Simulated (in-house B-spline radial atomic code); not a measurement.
## B3LYP (VWN-RPA) excitations of neutral xenon

Method: B3LYP (VWN-RPA). Computed with an all-electron radial atomic-structure program (B-spline basis): linear response of the closed shell [Kr] 4d10 5s2 5p6 with the functional's adiabatic kernel; scalar-relativistic (spin-free one-electron X2C), finite nucleus, no spin-orbit coupling, no double excitations, S, P, D and F terms only; shells from n = 3 respond. Only terms of natural parity with L up to 3 were computed.

Command:
```bash
python run_td.py task.json out
```
Settings (radii: box in bohr, nucleus in fm):
```
Z                        54
electrons                54
configuration            [Kr] 4d10 5s2 5p6
hamiltonian              x2c
method                   b3lyp
box_radius               75
rms_radius               4.7859
intervals                76
```

Cost of the run: 6.9 s on 1 thread of Arm Neoverse N1 (shared host).

The lowest states, in the order of their Tamm-Dancoff energies; the method's threshold (minus the highest occupied level) is 9.242 eV. Labels give the largest channel, * marks a mixed state, and oscillator strengths are full-response dipole values. Semilocal kernels can invert the small singlet-triplet splittings of Rydberg terms. Energies in eV:

| state | full response | Tamm-Dancoff | oscillator strength |
| --- | --- | --- | --- |
| 5p → 6s 3P | 7.890 | 7.894 | - |
| 5p → 6s 1P | 8.019 | 8.025 | 0.323 |
| 5p → 6p 3S | 8.869 | 8.872 | - |
| 5p → 6p 3D | ? | ? | - |
| 5p → 6p 1D | ? | ? | - |

Q: Where does 5p → 6p 3D lie?

A: At 8.897 eV in full response, 8.899 eV in Tamm-Dancoff.

Q: Where does 5p → 6p 1D lie?

A: At 8.902 eV in full response, 8.903 eV in Tamm-Dancoff.

Q: How large is the singlet-triplet splitting of 5p → 6s (P terms) in Tamm-Dancoff?

A: 0.131 eV, from the unrounded values.

Q: What polarisabilities and dispersion coefficient does the method give?

A: Dipole 28.35 bohr³, quadrupole 226.5 bohr⁵, C6 302.2 hartree·bohr⁶ for two such species. Recommended dipole value: 27.32 ± 0.2 bohr³ (Schwerdtfeger and Nagle, table of static dipole polarizabilities (2023 update)), which includes relativity and correlation.
